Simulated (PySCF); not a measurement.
AlF4, SMILES [F][Al-]([F])([F])[F], charge -1.

Coordinates come from a PBE-D3(BJ)/def2-SVPD optimisation. The isomer is the one that the SMILES or the coordinates give; other isomers of the formula were not compared.

All values below come from PySCF with CAM-B3LYP/def2-SVPD.

Symmetry labels are those of the subgroup D2 that the program uses (full group Td).

Q: List the valence orbital energies around the gap with their symmetry. (Estimate from the structure and the level; the computed values follow.)

A: 
```json
[
 {"orbital": "HOMO−7", "symmetry": "A", "energy (eV)": "-8.01"},
 {"orbital": "HOMO−6", "symmetry": "A", "energy (eV)": "-8.01"},
 {"orbital": "HOMO−5", "symmetry": "B1", "energy (eV)": "-7.82"},
 {"orbital": "HOMO−4", "symmetry": "B2", "energy (eV)": "-7.82"},
 {"orbital": "HOMO−3", "symmetry": "B3", "energy (eV)": "-7.82"},
 {"orbital": "HOMO−2", "symmetry": "B1", "energy (eV)": "-7.22"},
 {"orbital": "HOMO−1", "symmetry": "B2", "energy (eV)": "-7.22"},
 {"orbital": "HOMO", "symmetry": "B3", "energy (eV)": "-7.22"},
 {"orbital": "LUMO", "symmetry": "A", "energy (eV)": "4.25"},
 {"orbital": "LUMO+1", "symmetry": "B1", "energy (eV)": "7.06"},
 {"orbital": "LUMO+2", "symmetry": "B2", "energy (eV)": "7.06"},
 {"orbital": "LUMO+3", "symmetry": "B3", "energy (eV)": "7.06"}
]
```
